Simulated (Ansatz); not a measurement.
Consider the formal exchange of groups at a C–C bond: `CCC(CC)C(C)C` + `O=CO[SiH2]F` → `CC(=O)O[SiH2]F` + `CCC(CC)CC`.

Gas-phase electronic energies from Ansatz, PBE0-D4/def2-TZVP geometries. CBS: MP2 limit from def2 TZ/QZ plus the TZ coupled-cluster correction, frozen cores. Functionals use def2-TZVPP. B3LYP here is the variant with VWN-RPA as its local correlation; programs differ in this. Each species was taken in one conformer, which may not be the lowest.

Q: Is it downhill or uphill in electronic energy at CCSD(T)/CBS, and by how much? (Estimate.)

A: Computed: Downhill: ΔE = -32.2 kJ/mol.

Q: What do these levels give: PBE0-D4, B3LYP-D4, ωB97X-V, ωB97M-V, B2PLYP, r2SCAN, MP2/def2-TZVPP, CCSD/def2-TZVPP, CCSD(T)/def2-TZVPP, MP2/def2-QZVPP, SCS-MP2/def2-QZVPP, HF/CBS(def2)? (An estimate is asked.)

A: The calculation gave: PBE0-D4 -38.8, B3LYP-D4 -36.0, ωB97X-V -36.2, ωB97M-V -35.5, B2PLYP -39.2, r2SCAN -41.5, MP2/def2-TZVPP -27.6, CCSD/def2-TZVPP -32.9, CCSD(T)/def2-TZVPP -30.8, MP2/def2-QZVPP -28.4, SCS-MP2/def2-QZVPP -30.8, HF/CBS(def2) -49.3 kJ/mol.

Largest T1 diagnostic among the species: 0.015.

The D4 term adds +10.1 kJ/mol with B3LYP and +5.8 kJ/mol with PBE0; it sums over pairs of atoms, weighted by their polarisabilities, and B3LYP, whose exchange is more repulsive, gets the larger term. In def2-TZVPP, CCSD(T) changes the Hartree–Fock value by +18.4 kJ/mol (the triples alone add +2.2 kJ/mol) and MP2 by +21.6 kJ/mol.
